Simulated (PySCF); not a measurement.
Structure problem from calculated spectra and properties.

Elements present: C, F and H. Monoisotopic mass: 128.1001 u.

| Quantity | Value |
| --- | --- |
| XPS | C1s 290.4 (×3), C1s 290.5, C1s 290.5 (×3), C1s 292.3, F1s 691.7 eV [ΔSCF SCAN, pcX-2 on the ionised atom, pcseg-1 elsewhere, spin-free X2C] |
| Polarisability | 86.7 au [CAM-B3LYP/def2-SVPD] |
| Rotational structure | rotational constants A, B, C: 2.462, 1.562, 1.562 GHz [PBE0-D3(BJ)/def2-SVP] |
| Triplet | lowest triplet excitation (Tamm–Dancoff): 7.72 eV [TDA CAM-B3LYP/def2-SVPD] |
| NMR, other nuclei | isotropic shieldings of nuclei other than C and H, by class: 364 (1 F) ppm [GIAO CAM-B3LYP/pcSseg-1] |
| 13C NMR | chemical shifts (computed TMS as zero) by class: 90.8 (1 C), 34.5 (3 C), 29.5 (3 C), 26.4 (1 C) ppm [GIAO CAM-B3LYP/pcSseg-1] |

Electronic properties: PySCF, gas phase, density fitting. Levels stand in brackets. Geometry: PBE0-D3(BJ)/def2-SVP; no solvent, vibrations or thermal averaging. NMR values are class means; diastereotopic atoms form classes of their own.

Question: Which formula fits the mass and the elements?

Answer: C8H13F (calculated 128.1001). No other formula that holds each of these elements comes within 0.0003 u with a fitting electron parity and a possible valence count.

Question: Give a SMILES that accounts for the data.

Answer: Numbering: `[F:1][C@@:2]12[CH2:3][CH2:4][C@@H:5]([CH2:6][CH2:7]1)[CH2:8][CH2:9]2`. Its formula, C8H13F, gives 2 degrees of unsaturation: 2 rings and 0 π bonds in the structure found. 8 carbons fall into 4 classes; from least to most shielded: sp3 C–F carbon [C2] (90.8 ppm), ring CH2 carbon [C3/C7/C9] (34.5 ppm, 3 C), ring CH2 carbon [C4/C6/C8] (29.5 ppm, 3 C), sp3 carbon at a ring junction [C5] (26.4 ppm). The other shieldings belong to: 364 ppm, alkyl fluorine [F1]. The core levels belong to: C1s 290.4 eV, ring CH2 carbon [C3/C7/C9]; C1s 290.5 eV, sp3 carbon at a ring junction [C5]; C1s 290.5 eV, ring CH2 carbon [C4/C6/C8]; C1s 292.3 eV, sp3 C–F carbon [C2]; F1s 691.7 eV, alkyl fluorine [F1]. By its constants the optimised geometry is a nearly prolate symmetric top. Structure: 1-fluorobicyclo[2.2.2]octane, `FC12CCC(CC1)CC2`. Computed isomers that give other values at the same levels: `F[C@]12CCC[C@H]1CCC2` (rotational constant A: 2.244 GHz; this holds for the one conformer computed); `C[C@@H]1[C@H]2CC[C@@H](F)C[C@@H]12` (rotational constant A: 3.235 GHz; this holds for the one conformer computed); `F[C@@]12CCC[C@@H](CC1)C2` (core binding energies: C1s 290.3, C1s 290.4, C1s 290.4, C1s 290.4, C1s 290.5, C1s 290.5, C1s 290.6, C1s 292.4, F1s 691.7 eV). The assignments are read from this structure; whether some other isomer fits the data as well wasn't checked.
